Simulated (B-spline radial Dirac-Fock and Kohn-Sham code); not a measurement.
Scattering functions of Hg¹⁵⁺

System: Hg¹⁵⁺, configuration [Kr] 4d10 4f14 5s2 5p3.

Input file task.json (cfg lists n, l and occupation; rrms is the nuclear radius in fm):

```json
{"items": [{
  "Z": 80,
  "q": 15,
  "cfg": [[1, 0, 2], [2, 0, 2], [2, 1, 6], [3, 0, 2], [3, 1, 6], [3, 2, 10], [4, 0, 2], [4, 1, 6], [4, 2, 10], [4, 3, 14], [5, 0, 2], [5, 1, 3]],
  "A": 202,
  "rrms": 5.4648,
  "do": ["scatter"],
  "s": [0.0, 0.05, 0.1, 0.15, 0.2, 0.25, 0.3, 0.35, 0.4, 0.45, 0.5, 0.6, 0.7, 0.8, 0.9, 1.0, 1.1, 1.2, 1.4, 1.6, 1.8, 2.0, 2.5, 3.0, 3.5, 4.0, 5.0, 6.0],
  "pz": [0, 0.1, 0.2, 0.3, 0.4, 0.5, 0.6, 0.8, 1.0, 1.2, 1.4, 1.6, 1.8, 2.0, 2.5, 3.0, 4.0, 5.0, 7.0, 10.0, 15.0, 20.0, 30.0, 40.0, 60.0, 100.0],
  "hv_scatter": [2000, 8047.8, 17479.3, 20000, 50000, 100000, 500000, 1000000]
}]}
```

Command: `python xray_run.py task.json out`

These are calculated numbers from an atomic code on a B-spline grid; the model is Dirac-Fock orbitals of the configuration average with a finite nucleus. f₀ is the Fourier transform of the spherical electron density, S the Waller-Hartree incoherent function, and s = sin θ/λ.

| s (Å⁻¹) | f₀ | S |
| --- | --- | --- |
| 0 | 65.000 | 0.000 |
| 0.05 | 64.770 | 0.213 |
| 0.1 | 64.089 | 0.833 |
| 0.15 | 62.987 | 1.805 |
| 0.2 | 61.511 | 3.050 |
| 0.25 | 59.719 | 4.481 |
| 0.3 | 57.676 | 6.018 |
| 0.35 | 55.451 | 7.594 |
| 0.4 | 53.110 | 9.164 |
| 0.45 | 50.712 | 10.700 |
| 0.5 | 48.308 | 12.188 |
| 0.6 | 43.635 | 15.004 |
| 0.7 | 39.306 | 17.621 |
| 0.8 | 35.415 | 20.061 |
| 0.9 | 31.977 | 22.344 |
| 1 | 28.971 | 24.485 |
| 1.1 | 26.364 | 26.497 |
| 1.2 | 24.123 | 28.391 |
| 1.4 | 20.595 | 31.888 |
| 1.6 | 18.093 | 35.076 |
| 1.8 | 16.307 | 37.985 |
| 2 | 14.958 | 40.590 |
| 2.5 | 12.327 | 45.706 |
| 3 | 10.000 | 49.227 |
| 3.5 | 8.045 | 51.797 |
| 4 | 6.625 | 53.803 |
| 5 | 5.091 | 56.754 |
| 6 | 4.313 | 58.784 |

f₀ starts at the number of electrons, 65, and has fallen to half at s ≈ 0.88 Å⁻¹. The sum of ⟨r²⟩ over the electrons is 12.55 bohr².
